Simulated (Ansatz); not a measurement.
Wavefunction ladder for C$_{2}$H$_{7}$FO$_{2}$Si$_{2}$, SMILES `C=C[Si@@H](O)[Si@@H](O)F`

Cartesian coordinates in Å:
```
C -2.214 0.122 1.370
C -1.478 -0.555 0.492
Si -0.381 0.270 -0.748
O -0.680 1.893 -0.632
Si 1.877 -0.169 -0.257
O 2.159 -1.743 -0.618
F 2.797 0.784 -1.172
H -2.215 1.208 1.388
H -2.847 -0.377 2.098
H -1.509 -1.644 0.510
H -0.668 -0.246 -2.119
H -0.122 2.484 -1.139
H 2.308 0.123 1.138
H 2.972 -2.149 -0.313
```

The species carries charge 0 and has multiplicity 1. Geometry: relaxed with PBE0-D4/def2-TZVP. It is one conformer, not always the lowest. Frozen core, restricted reference, Ansatz 0.2.0. CBS rows extrapolate triple and quadruple zeta; past MP2 they add the triple-zeta difference.

```json
{"basis": "def2-TZVPP", "HF (Eh)": "-907.16479", "MP2 corr.": "-1.28478", "CCSD corr.": "-1.32971", "(T)": "-0.04963", "CCSD(T) total": "-908.54413"}
{"basis": "def2-QZVPP", "HF (Eh)": "-907.19898", "MP2 corr.": "-1.38895", "CCSD corr.": "–", "(T)": "–", "CCSD(T) total": "–"}
{"basis": "CBS(def2)", "HF (Eh)": "-907.20369", "MP2 corr.": "-1.46612", "CCSD corr.": "-1.51106", "(T)": "as TZ", "CCSD(T) total": "-908.76438"}
```
